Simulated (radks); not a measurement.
Results of a calculation; reference values are marked as such.
Q: Ionisation of the titanium ion Ti20+, [He], to Ti21+, 1s1, under several functionals. Scalar-relativistic Kohn-Sham, spin-polarised, spherical densities, finite nucleus; open shells are filled with parallel spins first; a radial shooting solver on a logarithmic mesh with Libxc functionals. Known Delta-SCF values: Wu-Cohen GGA 6247.5 eV; exchange-only r2SCAN 6253.8 eV. What does PW91 give, and what is its highest occupied eigenvalue?

A: 6252.1 eV by Delta-SCF; the 1s eigenvalue is -6118.1 eV. NIST: 6249.0 eV (theoretical).
